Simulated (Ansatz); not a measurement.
Relaxation of CH$_{5}$GaO (8 atoms, charge 0, multiplicity 1), to a largest force component of 0.03 eV/Å in at most 50 steps.

Level of theory: Ansatz, RHF/def2-SVP.

```xyz
8
Properties=species:S:1:pos:R:3
Ga -0.171 0.869 -0.965
C 1.446 -0.098 1.610
H 0.433 -0.490 1.666
H 2.085 -0.625 2.319
H 1.442 0.965 1.849
H 1.841 -0.236 0.593
O -1.513 -0.160 -0.368
H -1.756 -1.073 -0.362
```

Q: Where does it end, and by what steps?

A: The forces met the threshold. The force dipped under the threshold on the way, but the program's further checks kept it going. After 25 steps the energy has fallen by 0.183 eV; Ga1 moved furthest, 2.00 Å.

```json
{"step": "0", "energy less start (eV)": "0.0000", "largest force component (eV/Å)": "0.390", "accepted": "yes"}
{"step": "1", "energy less start (eV)": "-0.0741", "largest force component (eV/Å)": "0.347", "accepted": "yes"}
{"step": "2", "energy less start (eV)": "-0.1117", "largest force component (eV/Å)": "0.544", "accepted": "yes"}
{"step": "3", "energy less start (eV)": "-0.1246", "largest force component (eV/Å)": "0.847", "accepted": "yes"}
{"step": "4", "energy less start (eV)": "-0.1380", "largest force component (eV/Å)": "0.594", "accepted": "yes"}
{"step": "5", "energy less start (eV)": "-0.1428", "largest force component (eV/Å)": "0.433", "accepted": "yes"}
{"step": "6", "energy less start (eV)": "-0.1537", "largest force component (eV/Å)": "0.183", "accepted": "yes"}
{"step": "7", "energy less start (eV)": "-0.1580", "largest force component (eV/Å)": "0.141", "accepted": "yes"}
{"step": "8", "energy less start (eV)": "-0.1654", "largest force component (eV/Å)": "0.035", "accepted": "yes"}
{"step": "9", "energy less start (eV)": "-0.1359", "largest force component (eV/Å)": "0.790", "accepted": "no"}
{"step": "10", "energy less start (eV)": "-0.1689", "largest force component (eV/Å)": "0.018", "accepted": "yes"}
{"step": "11", "energy less start (eV)": "-0.1702", "largest force component (eV/Å)": "0.149", "accepted": "yes"}
{"step": "12", "energy less start (eV)": "-0.1707", "largest force component (eV/Å)": "0.171", "accepted": "yes"}
{"step": "13", "energy less start (eV)": "-0.1770", "largest force component (eV/Å)": "0.010", "accepted": "yes"}
{"step": "14", "energy less start (eV)": "-0.1766", "largest force component (eV/Å)": "0.250", "accepted": "no"}
{"step": "15", "energy less start (eV)": "-0.1787", "largest force component (eV/Å)": "0.059", "accepted": "yes"}
{"step": "16", "energy less start (eV)": "-0.1795", "largest force component (eV/Å)": "0.109", "accepted": "yes"}
{"step": "17", "energy less start (eV)": "-0.1806", "largest force component (eV/Å)": "0.119", "accepted": "yes"}
{"step": "18", "energy less start (eV)": "-0.1815", "largest force component (eV/Å)": "0.094", "accepted": "yes"}
{"step": "19", "energy less start (eV)": "-0.1805", "largest force component (eV/Å)": "0.277", "accepted": "no"}
{"step": "20", "energy less start (eV)": "-0.1815", "largest force component (eV/Å)": "0.232", "accepted": "yes"}
{"step": "21", "energy less start (eV)": "-0.1823", "largest force component (eV/Å)": "0.004", "accepted": "yes"}
{"step": "22", "energy less start (eV)": "-0.1750", "largest force component (eV/Å)": "0.609", "accepted": "no"}
{"step": "23", "energy less start (eV)": "-0.1825", "largest force component (eV/Å)": "0.135", "accepted": "yes"}
{"step": "24", "energy less start (eV)": "-0.1828", "largest force component (eV/Å)": "0.057", "accepted": "yes"}
{"step": "25", "energy less start (eV)": "-0.1829", "largest force component (eV/Å)": "0.028", "accepted": "yes"}
```

```xyz
8
Properties=species:S:1:pos:R:3
Ga -1.882 0.879 -2.009
C 1.707 -0.159 1.821
H 0.871 -0.078 1.127
H 1.517 -0.959 2.538
H 1.825 0.783 2.358
H 2.623 -0.377 1.272
O -1.308 -0.068 -0.601
H -1.544 -0.869 -0.164
```

Whether the end is a true minimum wasn't checked by a vibrational analysis.

Time of the run: 39 s on 1 thread of Arm Neoverse V1, with other jobs on the host, peak memory 0.16 GiB.
